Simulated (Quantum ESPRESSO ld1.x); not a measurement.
Values are calculated unless marked as measured or tabulated.
Question: The mean radii <r> (bohr) of the occupied orbitals of an atom or ion are listed with their occupations. Level of theory: non-relativistic Kohn-Sham, LDA (Slater exchange, VWN5 correlation), spin-polarised, spherical densities, point nucleus (ld1.x of Quantum ESPRESSO 7.5).

| orbital | occ. | <r> |
|---|---|---|
| 1s | 2 | 0.02926 |
| 2s | 2 | 0.1259 |
| 2p | 6 | 0.1072 |
| 3s | 2 | 0.3302 |
| 3p | 6 | 0.3195 |
| 3d | 10 | 0.2879 |

Name the element and its charge. Open shells, if any, are filled with parallel spins first.

Answer: Z = 52, tellurium, charge +24: Te24+ in [Ar] 3d10. The 1s radius gives Z: for a bare nucleus <r> = 1.5/Z, 0.02885 bohr for Z = 52, and screening makes it slightly larger (0.02926 here). The occupations add up to 28, and the charge is Z minus that.
